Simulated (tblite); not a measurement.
Compound: C5H15NSi3.
Numbering: `[CH:1]#[C:2][C@@:3]([CH3:4])([SiH2:5][CH3:6])[N:7]([SiH3:8])[SiH3:9]` (hydrogens: H10 on C1; H11, H12, H13 on C4; H14, H15 on Si5; H16, H17, H18 on C6; H19, H20, H21 on Si8; H22, H23, H24 on Si9)

Structure used (GFN2-xTB), in Å, numbered top down from 1:
```
atom  x, y, z in Å
C1    -0.184    1.002   -2.587
C2    -0.088    0.671   -1.439
C3    -0.082    0.292   -0.039
C4    -0.775    1.428    0.720
Si5   -1.097   -1.352    0.078
C6    -2.823   -1.086   -0.667
N7     1.291    0.072    0.443
Si8    1.629    0.189    2.140
Si9    2.522   -0.189   -0.755
H10   -0.235    1.284   -3.597
H11   -1.738    1.644    0.262
H12   -0.165    2.330    0.679
H13   -0.934    1.164    1.762
H14   -0.373   -2.385   -0.668
H15   -1.222   -1.735    1.489
H16   -2.763   -0.704   -1.682
H17   -3.412   -0.385   -0.084
H18   -3.369   -2.024   -0.698
H19    0.600   -0.532    2.897
H20    2.930   -0.431    2.358
H21    1.665    1.587    2.596
H22    2.077   -1.231   -1.684
H23    3.709   -0.635   -0.031
H24    2.825    1.046   -1.485
```

Computed with GFN2-xTB (tblite): harmonic, unscaled wavenumbers at the GFN2-xTB geometry, gas phase. Errors from tens to a few hundred cm⁻¹ against measured bands are possible. Modes of hydrogen on silicon can be 10 to 20 % off. One conformer, not necessarily the lowest.

Harmonic wavenumbers (cm⁻¹): 37.1, 40.3, 104.8, 117.5, 127.8, 130.2, 146.5, 165.2, 181.0, 210.9, 227.2, 262.3, 281.6, 295.7, 352.7, 402.6, 441.1, 457.1, 528.1, 558.2, 559.5, 578.0, 595.5, 598.6, 626.2, 658.3, 678.9, 727.0, 758.0, 772.0, 776.3, 789.7, 797.3, 799.1, 804.6, 824.9, 833.6, 850.7, 911.5, 1000.8, 1017.4, 1103.2, 1123.1, 1183.6, 1368.2, 1398.2, 1482.1, 1484.9, 1492.4, 1498.8, 2181.7, 2210.0, 2217.7, 2233.6, 2239.3, 2249.3, 2257.3, 2280.2, 2307.8, 3004.4, 3021.7, 3031.5, 3036.7, 3042.2, 3050.0, 3387.7.

A = 1240, B = 791.6, C = 633.0 MHz; mass 173.051 u (most abundant isotopes); point group C1, symmetry number 1.

Problem. Zero-point energy?

Solution. Half the sum of the wavenumbers: 37456 cm⁻¹ = 107.09 kcal/mol.

Problem. Entropy at 298.15 K, 1 bar (ideal gas, RRHO, classical rotation)?

Solution. Translation 41.38, rotation 30.63, vibration 49.92: S = 121.9 cal/(mol K).

Problem. And Cp and H(298.15 K) − H(0)?

Solution. Cp = 58.99 cal/(mol K), of which vibrations give 51.04 (their classical limit is 66 R = 131.2); H(298.15 K) − H(0) = 10.24 kcal/mol without the zero-point energy, 7.87 from vibrations.

Problem. Which modes carry the vibrational entropy at 298.15 K?

Solution. 37.1 cm⁻¹: 5.41; 40.3 cm⁻¹: 5.24; 104.8 cm⁻¹: 3.36; 117.5 cm⁻¹: 3.14; 127.8 cm⁻¹: 2.98; 130.2 cm⁻¹: 2.94 cal/(mol K); the other 60 give 26.84 together.

Problem. How do the functions run with temperature in this model?

Solution. 
| T (K) | S (cal/(mol K)) | Cp (cal/(mol K)) | H − H(0) (kcal/mol) | G − H(0) (kcal/mol) | ln q(vib) |
| --- | --- | --- | --- | --- | --- |
| 100 | 77.8 | 26.6 | 1.66 | -6.13 | 2.96 |
| 200 | 101.5 | 43.7 | 5.18 | -15.13 | 7.43 |
| 300 | 122.3 | 59.3 | 10.35 | -26.34 | 11.92 |
| 500 | 158.1 | 81.1 | 24.56 | -54.50 | 20.55 |
| 800 | 200.9 | 100.7 | 52.10 | -108.62 | 32.14 |
| 1000 | 224.4 | 109.4 | 73.15 | -151.20 | 39.01 |

q(vib) and H(0) count from the zero-point level.

Hindered rotation and anharmonicity are outside this model. Other conformers, if any are populated, would add a mixing term that is left out. The structure is chiral; the term R ln 2 for an equal mix with its mirror image is left out.

The run took 5.5 s wall on an Intel Xeon at 2.50 GHz with one thread, shared host. This covers the Hessian and the dipole derivatives.
